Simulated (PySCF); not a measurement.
Stepwise substitution at one centre (Sn C2H5-I). All species are isolated molecules in the gas phase. One relaxed conformer stands for each flexible species; it need not be the lowest. Strings in code marks are SMILES.

Computed with PBE-D3(BJ)/def2-TZVP // PBE-D3(BJ)/def2-SVP (PySCF). All candidates: neutral, multiplicity 1. Excitations are Tamm–Dancoff values on a coarser integration grid. The basis has no diffuse functions, so Rydberg states are missing or too high.

- T1 excitation (TDA): 3.46 eV
- HOMO: -6.19 eV
- HOMO–LUMO gap: 3.61 eV

**Question.** Say which member has these values.
(A) `C[CH2][Sn]([I])([I])[CH2]C` (C–C–Sn–I torsion 59°, I–Sn–C–C torsion -57°)
(B) `C[CH2][Sn]([CH2]C)([CH2]C)[CH2]C`
(C) `C[CH2][Sn]([I])([I])[I]` (C–C–Sn–I torsion 59°)

**Answer.** A, `C[CH2][Sn]([I])([I])[CH2]C` (C–C–Sn–I torsion 59°, I–Sn–C–C torsion -57°). The others give `C[CH2][Sn]([I])([I])[I]` (C–C–Sn–I torsion 59°): 2.66 eV, -6.46 eV, 2.77 eV; `C[CH2][Sn]([CH2]C)([CH2]C)[CH2]C`: 5.37 eV, -5.84 eV, 5.55 eV
